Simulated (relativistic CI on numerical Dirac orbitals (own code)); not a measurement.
# What each ingredient does to the levels of Ho45+

Base calculation: Dirac-Coulomb-Breit CI, KLI orbitals optimised for each configuration, model QED, unscaled Slater integrals.

Configurations in the expansion (outside the closed core [Ne]): 3s2.3p6.3d4, 3s2.3p5.3d5, 3s.3p6.3d5, 3s2.3p6.3d3.4s, 3s2.3p6.3d3.4p, 3s2.3p6.3d3.4d, 3s2.3p5.3d4.4s, 3s2.3p6.3d3.4f, 3s.3p6.3d4.4s, 3p6.3d5.4p, 3p6.3d6, 3p5.3d7, 3p5.3d6.4s, 3p6.3d5.4s, 3p5.3d5.4s2, 3s2.3p6.3d2.4s2, 3s2.3p6.3d.4s2.4p, 3s2.3p6.3d.4s2.4d. Double excitations out of closed p, d and f shells are left out; levels of such configurations are missing from the list, as are those of other unlisted configurations, and high levels can miss mixing partners.

Variants: (1) Breit term removed; (2) one mean potential for all configurations. Shifts of the energy above 3s2.3p6.3d4 3P_0, in cm⁻¹, for the lowest level and the first level of each name with at least 55 % of one term (blank where a level changes its place among those of its configuration and J or its character, or is not in the variant):

```csv
Level,Base,Δ(1),Δ(2)
3s2.3p6.3d4 3P_0,0,0,0
3s2.3p6.3d4 5D_1,297916,+9830,+124
3s2.3p6.3d4 5D_0,662709,+17799,+237
3s2.3p6.3d4 3H_5,726025,+31641,+240
3s2.3p6.3d4 3G_4,787708,+30460,+234
3s2.3p6.3d4 3D_1,1102221,+28202,+338
3s2.3p6.3d4 3G_5,1102446,+41177,+358
3s2.3p6.3d4 1S_0,1261058,+27786,+283
3s2.3p6.3d4 1G_4,1299950,+35564,+320
3s2.3p6.3d4 1D_2,1331995,+31319,+308
```

At this charge energies of transitions that change n are usually good to better than 1 %, and those within a shell (Δn = 0) to a few per cent.

Ionisation energy from the two ground configurations alone: base 3760.15 eV; Breit term removed 3763.38 eV. The NIST ASD value (theoretical) is 3760 eV.

LS names give the leading component of a level, which can be under half, so a name can repeat, a term be missing and a line seem to break the LS rules.
